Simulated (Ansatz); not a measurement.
The pair A = HF (SMILES F) (first 2 atoms), B = AsH3 (SMILES [AsH3]); geometry from B3LYP-D3(BJ)/def2-TZVP.
(charge 0, multiplicity 1):
```xyz
6

F      0.833    -0.560    -0.255
H      0.551    -0.322     0.606
As    -0.166     0.284     2.810
H      0.624    -0.092     4.049
H     -1.495    -0.171     3.384
H     -0.353     1.730     3.232
```

Correlated levels freeze the cores. Filled d and f shells under p-block atoms count as core. MP2 and its Hartree–Fock in aug-cc-pVQZ are density fitted.

The values were computed with Ansatz (Gaussian basis) for Hartree–Fock, density functionals and correlated methods. 

The counterpoise-corrected interaction energy is E(AB) − E(A in the pair's basis) − E(B in the pair's basis). Total energies (hartree):

```
level                           AB  A in the pair's basis  B in the pair's basis
-------------------  -------------  ---------------------  ---------------------
HF/aug-cc-pVTZ       -2336.0379684           -100.0598495          -2235.9741162
MP2/aug-cc-pVTZ      -2336.4817284           -100.3409779          -2236.1342117
HF/aug-cc-pVQZ       -2336.0488551           -100.0672377          -2235.9776386
MP2/aug-cc-pVQZ      -2336.5232703           -100.3694879          -2236.1469637
CCSD(T)/aug-cc-pVTZ  -2336.5229783           -100.3496622          -2236.1669680
```

**Question.** Work out the counterpoise-corrected interaction energy at the basis-set limit: extrapolate the MP2 correlation part as X⁻³, take Hartree–Fock from the larger set, and add the CCSD(T) − MP2 difference of aug-cc-pVTZ.

**Answer.** 
1. Differences (1 hartree = 627.509 kcal/mol): HF/aug-cc-pVTZ -2.512; MP2/aug-cc-pVTZ -4.103; HF/aug-cc-pVQZ -2.497; MP2/aug-cc-pVQZ -4.279; CCSD(T)/aug-cc-pVTZ -3.984.
2. Correlation parts, MP2 less HF: -1.591 in aug-cc-pVTZ (X = 3), -1.782 in aug-cc-pVQZ (X = 4).
3. Limit (4³·(-1.782) − 3³·(-1.591))/(4³ − 3³) = -1.921; with HF/aug-cc-pVQZ it gives -4.418.
4. CCSD(T) less MP2 in aug-cc-pVTZ: 0.120.
Result: -4.30 kcal/mol, against -4.10 at MP2/aug-cc-pVTZ. It is an estimate of this method's limit, not of the exact value.

Ansatz is an electronic-structure program.
